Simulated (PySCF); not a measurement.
Basis-set dependence of excited states

Borazine, B3H6N3.
SMILES: `B1NBNBN1`

TDDFT with PBE0 (PySCF), vertical singlets, core orbitals frozen in the response, spherical d and f functions. Isolated species at its PBE0-D3(BJ)/def2-SVP geometry, gas phase.

Q: Compare 6-31G*, def2-SVP, 6-31+G*, aug-cc-pVDZ, def2-TZVP and def2-TZVPD for this molecule.

A: 

```tsv
basis	functions	diffuse	S1 (eV)	S2 (eV)	S3 (eV)	S4 (eV)	S5 (eV)	LUMO (eV)	α (au)
6-31G*	96	no	6.96	7.68	8.01	8.08	8.08	0.84	50.3
def2-SVP	114	no	6.93	7.65	7.92	8.01	8.01	0.57	53.3
6-31+G*	120	yes	6.82	7.22	7.22	7.46	7.55	0.23	57.6
aug-cc-pVDZ	192	yes	6.75	7.10	7.10	7.39	7.47	0.00	62.6
def2-TZVP	222	no	6.83	7.49	7.77	7.77	7.78	0.34	59.7
def2-TZVPD	276	yes	6.78	7.21	7.21	7.42	7.70	0.11	62.3
```

States are compared by their number. Against the largest diffuse basis here (def2-TZVPD, itself not a converged limit), sets without diffuse functions differ by up to 0.17 eV in S1 and 0.38 eV in S5; the smaller diffuse sets differ by up to 0.04 and 0.23 eV. State by state, the largest deviation of a set without diffuse functions is S1 0.17, S2 0.47, S3 0.81, S4 0.66, S5 0.38 eV. The same number needn't mean the same state in each row. Against def2-TZVPD the polarisability deviates by -19% in 6-31G*, -14% in def2-SVP, -7% in 6-31+G*, +1% in aug-cc-pVDZ, -4% in def2-TZVP. A single + in a Pople set puts diffuse functions on heavy atoms only.
